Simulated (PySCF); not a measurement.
PySCF input (CCSD(T)/cc-pVDZ):

```python
from pyscf import gto, scf, mp, cc as ccmod

mol = gto.M(
    atom='''
    Si    0.14396459    0.02472415    0.01615681
    F    -0.33332693   -1.06052815   -1.11229603
    F    -0.66769865   -0.51529354    1.31274055
    F    -0.81004134    1.27472655   -0.43810332
    N     1.71057088    0.25339972    0.33180557
    H     2.31010189    0.58992019   -0.40990512
    ''',
    basis='cc-pvdz',
    charge=-1,
    spin=0,
    verbose=4,
)

mf = scf.RHF(mol)
mf.conv_tol = 1e-10
mf.max_cycle = 100
mf.kernel()
mp2 = mp.MP2(mf, frozen=9).run()
cc = ccmod.CCSD(mf, frozen=9)
cc.max_cycle = 100
cc.kernel()
et = cc.ccsd_t()
print(f'E(CCSD(T)) = {cc.e_tot + et:.9f}')
```

Output:

```
PySCF version 2.14.0

[INPUT] verbose = 4
[INPUT] num. atoms = 6
[INPUT] num. electrons = 50
[INPUT] charge = -1
[INPUT] spin (= nelec alpha-beta = 2S) = 0
[INPUT] symmetry False subgroup None
[INPUT] Mole.unit = angstrom
[INPUT] Symbol           X                Y                Z      unit          X                Y                Z       unit  Magmom
[INPUT]  1 Si     0.143964590000   0.024724150000   0.016156810000 AA    0.272053646735   0.046721872163   0.030531945947 Bohr   0.0
[INPUT]  2 F     -0.333326930000  -1.060528150000  -1.112296030000 AA   -0.629896607642  -2.004107750892  -2.101934866141 Bohr   0.0
[INPUT]  3 F     -0.667698650000  -0.515293540000   1.312740550000 AA   -1.261767582242  -0.973763664358   2.480720112111 Bohr   0.0
[INPUT]  4 F     -0.810041340000   1.274726550000  -0.438103320000 AA   -1.530756282176   2.408884063212  -0.827895289063 Bohr   0.0
[INPUT]  5 N      1.710570880000   0.253399720000   0.331805570000 AA    3.232510479856   0.478856070841   0.627021653905 Bohr   0.0
[INPUT]  6 H      2.310101890000   0.589920190000  -0.409905120000 AA    4.365459891940   1.114787594451  -0.774608413857 Bohr   0.0

nuclear repulsion = 253.405434735623
number of shells = 28
number of NR pGTOs = 152
number of NR cGTOs = 79
basis = cc-pvdz
ecp = {}

******** <class 'pyscf.scf.hf.RHF'> ********
method = RHF
initial guess = minao
damping factor = 0
level_shift factor = 0
DIIS = <class 'pyscf.scf.diis.CDIIS'>
diis_start_cycle = 1
diis_space = 8
diis_damp = 0
SCF conv_tol = 1e-10
SCF conv_tol_grad = None
SCF max_cycles = 100
direct_scf = True
direct_scf_tol = 1e-13
Set gradient conv threshold to 1e-05
Initial guess from minao.
init E= -642.580881305168
  HOMO = -0.305836295444341  LUMO = 0.0727278710511827  gap/eV = 10.30126
cycle= 1 E= -642.381779863125  delta_E= 0.199  |g|= 0.799  |ddm|=  2.1
  HOMO = -0.0974302002376746  LUMO = 0.390154021981774  gap/eV = 13.26784
cycle= 2 E= -642.463230222474  delta_E= -0.0815  |g|= 0.439  |ddm|= 0.73
  HOMO = -0.152203502961295  LUMO = 0.384595616359034  gap/eV = 14.60705
cycle= 3 E= -642.496296612618  delta_E= -0.0331  |g|= 0.0342  |ddm|= 0.249
  HOMO = -0.142798772572243  LUMO = 0.391053368176053  gap/eV = 14.52686
cycle= 4 E= -642.49677064986  delta_E= -0.000474  |g|= 0.0095  |ddm|= 0.0517
  HOMO = -0.14531500692113  LUMO = 0.390086186000099  gap/eV = 14.56901
cycle= 5 E= -642.496811568925  delta_E= -4.09e-05  |g|= 0.00416  |ddm|= 0.0152
  HOMO = -0.144261723776264  LUMO = 0.390145304650503  gap/eV = 14.54196
cycle= 6 E= -642.49682004424  delta_E= -8.48e-06  |g|= 0.00147  |ddm|= 0.0065
  HOMO = -0.144181745796933  LUMO = 0.390114473838167  gap/eV = 14.53894
cycle= 7 E= -642.496822075471  delta_E= -2.03e-06  |g|= 0.000313  |ddm|= 0.00442
  HOMO = -0.144125745647203  LUMO = 0.390105081955348  gap/eV = 14.53716
cycle= 8 E= -642.4968221714  delta_E= -9.59e-08  |g|= 6.69e-05  |ddm|= 0.000902
  HOMO = -0.144109385816439  LUMO = 0.39010095263714  gap/eV = 14.53660
cycle= 9 E= -642.496822175019  delta_E= -3.62e-09  |g|= 1.89e-05  |ddm|= 0.000155
  HOMO = -0.144108381163079  LUMO = 0.390100174380267  gap/eV = 14.53656
cycle= 10 E= -642.496822175276  delta_E= -2.57e-10  |g|= 5.49e-06  |ddm|= 4.08e-05
  HOMO = -0.144107885661456  LUMO = 0.390099672376149  gap/eV = 14.53653
cycle= 11 E= -642.496822175298  delta_E= -2.24e-11  |g|= 1.84e-06  |ddm|= 1.13e-05
  HOMO = -0.144107843578016  LUMO = 0.390099711789619  gap/eV = 14.53653
Extra cycle  E= -642.496822175301  delta_E= -2.39e-12  |g|= 1.04e-06  |ddm|= 2.01e-06
converged SCF energy = -642.496822175301

******** <class 'pyscf.mp.mp2.RMP2'> ********
nocc = 16, nmo = 70
frozen orbitals 9
E(RMP2) = -643.318252290808  E_corr = -0.821430115507854
E(SCS-RMP2) = -643.287705718883  E_corr = -0.790883543582149
E_corr(same-spin) = -0.224806840416087
E_corr(oppo-spin) = -0.596623275091767

******** <class 'pyscf.cc.ccsd.CCSD'> ********
CC2 = 0
CCSD nocc = 16, nmo = 70
frozen orbitals 9
max_cycle = 100
direct = 0
conv_tol = 1e-07
conv_tol_normt = 1e-05
diis_space = 6
diis_start_cycle = 0
diis_start_energy_diff = 1e+09
Init t2, MP2 energy = -643.318252298137  E_corr(MP2) -0.821430122836176
Init E_corr(CCSD) = -0.821430122836458
cycle = 1  E_corr(CCSD) = -0.81515258883825  dE = 0.006277534  norm(t1,t2) = 0.0636549
cycle = 2  E_corr(CCSD) = -0.831352764100099  dE = -0.0162001753  norm(t1,t2) = 0.0185595
cycle = 3  E_corr(CCSD) = -0.831711752785081  dE = -0.000358988685  norm(t1,t2) = 0.00969757
cycle = 4  E_corr(CCSD) = -0.834032827287132  dE = -0.0023210745  norm(t1,t2) = 0.00368453
cycle = 5  E_corr(CCSD) = -0.834000181333833  dE = 3.26459533e-05  norm(t1,t2) = 0.000650494
cycle = 6  E_corr(CCSD) = -0.833922856133971  dE = 7.73251999e-05  norm(t1,t2) = 0.000234526
cycle = 7  E_corr(CCSD) = -0.833920504057958  dE = 2.35207601e-06  norm(t1,t2) = 5.70843e-05
cycle = 8  E_corr(CCSD) = -0.833924194433033  dE = -3.69037507e-06  norm(t1,t2) = 2.03703e-05
cycle = 9  E_corr(CCSD) = -0.833924671852991  dE = -4.77419958e-07  norm(t1,t2) = 8.50343e-06
cycle = 10  E_corr(CCSD) = -0.833924588281025  dE = 8.35719657e-08  norm(t1,t2) = 2.67037e-06
CCSD converged
E(CCSD) = -643.3307467635816  E_corr = -0.8339245882810253
CCSD(T) correction = -0.0151190589240411
E(CCSD(T)) = -643.345865823
```

It need not be the lowest isomer of its formula. Whether it binds its extra electron was not tested at this geometry.
